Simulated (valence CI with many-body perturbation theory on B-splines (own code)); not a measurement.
## Hg⁶⁵⁺: calculated level list

Calculated by valence CI with perturbative core correlation (CI+MBPT): five valence electrons over a frozen Dirac-Fock core [Ne], a basis of 11 s, 11 p, 10 d, 8 f, 5 g, 2 h functions for each j, with the one-electron correlation potential Σ1, the two-electron term Σ2, the three-electron term Σ3, Breit, model QED; selected CI, second order for the rest, scaled by the run's own slope (own B-spline code, finite nucleus).

No measured spectrum was set against this ion. As an estimate, large intervals hold to a few tenths of a per cent, small ones and those within an open d or f shell to about a per cent. Among the levels kept, up to 3300 cm⁻¹ of a level comes from second order outside the variational space, and about a tenth of that is noise between levels of different J, which matters for small intervals.

Levels 91 to 135 of 171, with energies above the lowest level, (3s^2 3p1/2^2 3p3/2) J=3/2. "Leading %" is the weight of the configuration and term that name the level; weights of strongly mixed levels are sums over their largest components and can fall short. In the jj column 3d3/2^4 stands for four electrons in 3d with j = 3/2. Lifetimes count E1, E2, E3, M1 and M2 decay at the calculated energies, and are blank where another channel may lead or the interval is too uncertain; long ones can be off by a factor of two.

| No. | Configuration | Term | J | E (× 10³ cm⁻¹) | Leading % | Second component | Lifetime | Leading jj |
| --- | --- | --- | --- | --- | --- | --- | --- | --- |
| 91 | 3s 3p2 3d2 | 4P | 5/2 | 12024 | 21 | 16 % 3s 3p2 3d2 2D | 1.17 ps | 3s 3p1/2^2 3d5/2^2 (98 %) |
| 92 | 3s 3p3 3d | 4D° | 7/2 | 12030 | 29 | 26 % 3s 3p3 3d 2F° | 241 fs | 3s 3p1/2 3p3/2^2 3d3/2 (86 %) |
| 93 | 3s 3p3 3d | 4P° | 5/2 | 12035 | 24 | 21 % 3s 3p3 3d 4D° | 193 fs | 3s 3p1/2 3p3/2^2 3d3/2 (93 %) |
| 94 | 3s 3p3 3d | 4D° | 1/2 | 12059 | 54 | 12 % 3s 3p3 3d 2P° | 242 fs | 3s 3p1/2 3p3/2^2 3d3/2 (83 %) |
| 95 | 3s 3p2 3d2 | 2F | 7/2 | 12076 | 25 | 10 % 3s 3p2 3d2 4G | 1.29 ps | 3s 3p1/2^2 3d5/2^2 (97 %) |
| 96 | 3s 3p3 3d | 4P° | 3/2 | 12118 | 30 | 22 % 3s 3p3 3d 4S° | 139 fs | 3s 3p1/2 3p3/2^2 3d3/2 (88 %) |
| 97 | 3s 3p2 3d2 | 2D | 3/2 | 12131 | 24 | 16 % 3s 3p2 3d2 4F | 1.14 ps | 3s 3p1/2^2 3d5/2^2 (96 %) |
| 98 | 3s 3p3 3d | 4F° | 3/2 | 12161 | 30 | 21 % 3s 3p3 3d 4D° | 152 fs | 3s 3p1/2 3p3/2^2 3d3/2 (94 %) |
| 99 | 3s 3p3 3d | 2F° | 5/2 | 12170 | 28 | 19 % 3s 3p3 3d 4F° | 183 fs | 3s 3p1/2 3p3/2^2 3d3/2 (97 %) |
| 100 | 3s 3p3 3d | 2G° | 7/2 | 12177 | 60 | 9 % 3s 3p3 3d 4D° | 150 fs | 3s 3p1/2 3p3/2^2 3d3/2 (94 %) |
| 101 | 3s 3p3 3d | 2F° | 5/2 | 12211 | 32 | 23 % 3s 3p3 3d 2D° | 150 fs | 3s 3p1/2 3p3/2^2 3d3/2 (94 %) |
| 102 | 3s 3p2 3d2 | 4P | 1/2 | 12302 | 43 | 21 % 3s 3p2 3d2 2S | 995 fs | 3s 3p1/2^2 3d5/2^2 (97 %) |
| 103 | 3s 3p3 3d | 2P° | 3/2 | 12370 | 25 | 16 % 3s 3p3 3d 4D° | 148 fs | 3s 3p1/2 3p3/2^2 3d3/2 (81 %) |
| 104 | 3s 3p3 3d | 2F° | 5/2 | 12370 | 16 | 13 % 3s 3p3 3d 2D° | 123 fs | 3s 3p1/2 3p3/2^2 3d3/2 (74 %) |
| 105 | 3s 3p3 3d | 2P° | 1/2 | 12384 | 44 | 32 % 3s 3p3 3d 4D° | 103 fs | 3s 3p1/2 3p3/2^2 3d3/2 (94 %) |
| 106 | 3p5 | 2P° | 3/2 | 12428 | 12 | 9 % 3s 3p3 3d 4D° | 96.2 fs | 3s 3p1/2 3p3/2^2 3d3/2 (52 %) |
| 107 | 3s 3p3 3d | 2P° | 1/2 | 12436 | 20 | 16 % 3s 3p3 3d 4D° | 97.4 fs | 3s 3p1/2 3p3/2^2 3d3/2 (82 %) |
| 108 | 3s 3p3 3d | 6D° | 9/2 | 12545 | 45 | 25 % 3s 3p3 3d 4G° | 1.09 ps | 3s 3p1/2 3p3/2^2 3d5/2 (97 %) |
| 109 | 3s 3p3 3d | 4D° | 7/2 | 12584 | 46 | 22 % 3s 3p3 3d 6D° | 782 fs | 3s 3p1/2 3p3/2^2 3d5/2 (95 %) |
| 110 | 3s2 3p 3d2 | 2G° | 7/2 | 12744 | 32 | 23 % 3s2 3p 3d2 2F° | 99.9 fs | 3s^2 3p3/2 3d3/2^2 (85 %) |
| 111 | 3s 3p3 3d | 4G° | 11/2 | 12758 | 97 |  | 1.35 ps | 3s 3p1/2 3p3/2^2 3d5/2 (97 %) |
| 112 | 3s 3p3 3d | 4D° | 1/2 | 12762 | 38 | 20 % 3s 3p3 3d 2P° | 243 fs | 3s 3p1/2 3p3/2^2 3d5/2 (68 %) |
| 113 | 3s 3p3 3d | 4F° | 9/2 | 12771 | 59 | 28 % 3s 3p3 3d 2G° | 1.02 ps | 3s 3p1/2 3p3/2^2 3d5/2 (95 %) |
| 114 | 3s2 3p 3d2 | 4F° | 5/2 | 12800 | 23 | 13 % 3s2 3p 3d2 2F° | 77.3 fs | 3s^2 3p3/2 3d3/2^2 (66 %) |
| 115 | 3s2 3p 3d2 | 4D° | 1/2 | 12820 | 39 | 15 % 3s 3p3 3d 4P° | 106 fs | 3s^2 3p3/2 3d3/2^2 (43 %) |
| 116 | 3s2 3p 3d2 | 4D° | 3/2 | 12832 | 19 | 17 % 3s2 3p 3d2 4F° | 71.2 fs | 3s^2 3p3/2 3d3/2^2 (58 %) |
| 117 | 3s 3p3 3d | 4D° | 5/2 | 12893 | 38 | 11 % 3s 3p3 3d 4P° | 476 fs | 3s 3p1/2 3p3/2^2 3d5/2 (91 %) |
| 118 | 3s 3p3 3d | 4D° | 3/2 | 12949 | 33 | 20 % 3s 3p3 3d 2D° | 365 fs | 3s 3p1/2 3p3/2^2 3d5/2 (92 %) |
| 119 | 3s 3p3 3d | 2P° | 1/2 | 12956 | 40 | 39 % 3s 3p3 3d 2S° | 285 fs | 3s 3p1/2 3p3/2^2 3d5/2 (81 %) |
| 120 | 3s 3p3 3d | 2F° | 7/2 | 12968 | 52 | 16 % 3s 3p3 3d 2G° | 537 fs | 3s 3p1/2 3p3/2^2 3d5/2 (86 %) |
| 121 | 3s 3p3 3d | 4D° | 5/2 | 12979 | 31 | 23 % 3s 3p3 3d 4P° | 391 fs | 3s 3p1/2 3p3/2^2 3d5/2 (86 %) |
| 122 | 3s2 3p 3d2 | 2P° | 3/2 | 13000 | 24 | 14 % 3s2 3p 3d2 2D° | 80.8 fs | 3s^2 3p3/2 3d3/2^2 (71 %) |
| 123 | 3s 3p3 3d | 2P° | 3/2 | 13056 | 38 | 12 % 3s 3p3 3d 4S° | 246 fs | 3s 3p1/2 3p3/2^2 3d5/2 (75 %) |
| 124 | 3s 3p3 3d | 4D° | 7/2 | 13056 | 24 | 13 % 3s 3p3 3d 2F° | 295 fs | 3s 3p1/2 3p3/2^2 3d5/2 (82 %) |
| 125 | 3s 3p3 3d | 2G° | 9/2 | 13069 | 53 | 10 % 3s2 3p 3d2 4G° | 349 fs | 3s 3p1/2 3p3/2^2 3d5/2 (73 %) |
| 126 | 3s 3p3 3d | 4D° | 5/2 | 13089 | 33 | 21 % 3s 3p3 3d 2D° | 307 fs | 3s 3p1/2 3p3/2^2 3d5/2 (85 %) |
| 127 | 3s 3p3 3d | 2D° | 5/2 | 13155 | 34 | 25 % 3s 3p3 3d 2F° | 518 fs | 3s 3p1/2 3p3/2^2 3d5/2 (90 %) |
| 128 | 3s 3p3 3d | 4D° | 7/2 | 13174 | 35 | 22 % 3s 3p3 3d 2F° | 177 fs | 3s 3p1/2 3p3/2^2 3d5/2 (97 %) |
| 129 | 3s 3p3 3d | 2P° | 3/2 | 13208 | 35 | 22 % 3s 3p3 3d 2D° | 385 fs | 3s 3p1/2 3p3/2^2 3d5/2 (84 %) |
| 130 | 3s 3p3 3d | 2F° | 7/2 | 13208 | 43 | 8 % 3s 3p3 3d 4D° | 291 fs | 3s 3p1/2 3p3/2^2 3d5/2 (83 %) |
| 131 | 3s 3p3 3d | 2D° | 5/2 | 13233 | 37 | 21 % 3s 3p3 3d 2F° | 321 fs | 3s 3p1/2 3p3/2^2 3d5/2 (89 %) |
| 132 | 3s 3p3 3d | 2S° | 1/2 | 13283 | 27 | 18 % 3s 3p3 3d 2P° | 311 fs | 3s 3p1/2 3p3/2^2 3d5/2 (76 %) |
| 133 | 3s 3p3 3d | 2D° | 3/2 | 13329 | 39 | 8 % 3s 3p3 3d 2P° | 168 fs | 3s 3p1/2 3p3/2^2 3d5/2 (86 %) |
| 134 | 3s 3p3 3d | 2D° | 5/2 | 13388 | 25 | 14 % 3s 3p3 3d 2F° | 170 fs | 3s 3p1/2 3p3/2^2 3d5/2 (81 %) |
| 135 | 3s 3p3 3d | 2D° | 3/2 | 13394 | 26 | 18 % 3s 3p3 3d 2P° | 223 fs | 3s 3p1/2 3p3/2^2 3d5/2 (76 %) |
